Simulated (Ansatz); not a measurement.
Conformers of H$_{5}$O$_{2}$SSi$_{2}$ (`O[SiH](O)S[SiH2]`) radical, each relaxed with PBE0-D4/def2-TZVP in Ansatz. CBS adds the triple-zeta coupled-cluster correction to the MP2 limit.

Not all of them had a frequency check.

Conformer A:

Z-matrix (Å, degrees):
```
Si
O 1 1.635
S 1 2.144 2 106.3
O 1 1.628 2 109.2 3 -122.1
H 1 1.474 2 113.3 3 121.2
H 2 0.958 1 118.6 3 -37.8
Si 3 2.134 1 97.9 2 -175.9
H 4 0.959 1 117.8 2 58.8
H 7 1.491 3 110.1 1 -32.3
H 7 1.489 3 107.1 1 -152.7
```

Conformer B:

```xyz
10

O     1.787    0.198   -0.372
Si    0.687   -0.339    0.700
O     1.150    0.102    2.205
S    -1.261    0.511    0.409
Si   -1.677   -0.284   -1.524
H     1.950    1.143   -0.415
H     0.644   -1.799    0.501
H     0.492    0.106    2.902
H    -0.712    0.213   -2.546
H    -3.060    0.148   -1.859
```

Task: Which is lowest in electronic energy at CCSD(T)/CBS (frozen core, def2 sets), and by how much? (Best estimate.)

Result: Ansatz gave: A; B lies 0.9 kJ/mol higher. Gaps under about 2 kJ/mol don't settle the order.

Task: Give the energies relative to A (kJ/mol) with r2SCAN-D4/def2-TZVPP, B3LYP-D4/def2-TZVPP, PBE/def2-TZVPP, PBE0/def2-TZVPP, HF/def2-TZVPP, MP2/def2-QZVPP, HF/CBS(def2). (Best estimate.)

Result: Computed: 
```csv
level,B
r2SCAN-D4/def2-TZVPP,1.0
B3LYP-D4/def2-TZVPP,1.0
PBE/def2-TZVPP,0.9
PBE0/def2-TZVPP,0.7
HF/def2-TZVPP,-0.3
MP2/def2-QZVPP,0.9
HF/CBS(def2),-0.3
```

B3LYP here is the variant with VWN-RPA as its local correlation; programs differ in this.
